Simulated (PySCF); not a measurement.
Compound: C5H11O2Si (doublet state).
Structure used (GFN2-xTB), in Å, numbered top down from 1:
```
atom  x, y, z in Å
C1    -1.3237    1.4448   -1.0938
O2    -0.3876    0.4574   -0.7525
C3    -0.6842   -0.3057    0.4028
C4    -1.8167   -1.3228    0.1640
C5     0.5736   -0.9914    0.7742
Si6    2.0725   -0.7052   -0.2440
C7     2.5446    1.1389    0.1101
O8     3.3880    1.4887    0.8906
H9    -1.5235    2.1133   -0.2466
H10   -2.2707    1.0134   -1.4360
H11   -0.8837    2.0186   -1.9078
H12   -1.0117    0.3759    1.2150
H13   -2.7563   -0.8176   -0.0471
H14   -1.9447   -1.9395    1.0490
H15   -1.5529   -1.9574   -0.6781
H16    0.5566   -1.5665    1.6852
H17    1.9010   -0.7951   -1.6943
H18    3.1722   -1.5416    0.2367
H19    1.9374    1.9010   -0.4196
```

The hyperfine couplings belong to this conformer and change with its torsions.

The species is `CO[C@@H](C)[CH][SiH2]C=O` [radical].

Method: UKS B3LYP, pcH-1 on C H O Si, non-relativistic, mean-field spin-orbit, GIAO in PySCF. Isolated species at its GFN2-xTB geometry (one conformer only). The geometry wasn't refined by DFT: couplings that depend on bond lengths, twists or pyramidal angles can differ widely from those at the functional's own minimum. Stability of the SCF solution: not tested.

**Question.** The isotropic 13C couplings are +75.3, +60.3, +51.5, -30.6, -0.7 MHz. Assign them to C1; C3; C4; C5; C7.

**Answer.** 
```csv
site,a_iso (MHz),ρ(0) (bohr⁻³),position,distance from C5 (Å),spin population,largest |T| (MHz)
C1,-0.7,-0.0006,3 bonds from C5,3.61,0.00,0.5
C3,-30.6,-0.0272,1 bond from C5,1.48,-0.07,2.2
C4,+60.3,+0.0536,2 bonds from C5,2.49,+0.03,8.0
C5,+75.3,+0.0671,largest spin population,0.00,+0.96,143.8
C7,+51.5,+0.0458,2 bonds from C5,2.98,+0.04,11.2
```

**Question.** Match the computed a_iso(17O) values +2.4, -2.2 MHz with the sites O2; O8.

**Answer.** 
```
site  a_iso (MHz)  ρ(0) (bohr⁻³)         position  distance from C5 (Å)  spin population  largest |T| (MHz)
  O2         +2.4        -0.0040  2 bonds from C5                  2.31             0.00                1.3
  O8         -2.2        +0.0036  3 bonds from C5                  3.75            +0.03               21.6
```

ρ(0) is the spin density at the nucleus and T the dipolar tensor; a_iso includes a spin–orbit part; entries for several nuclei are means. The largest Mulliken spin populations are on C5 (+0.96) and C3 (-0.07). C5 is the only atom above +0.15. The angles at C5 add up to 359.8°, so it is planar; its axial dipolar tensor and the negative coupling of its proton fit spin in a p orbital normal to that plane.

Means are taken over nuclei equivalent by connectivity, which assumes that they swap fast. The three 1H nuclei of mean +2.9 MHz run from -3.1 to 13.3 MHz in the frozen geometry.
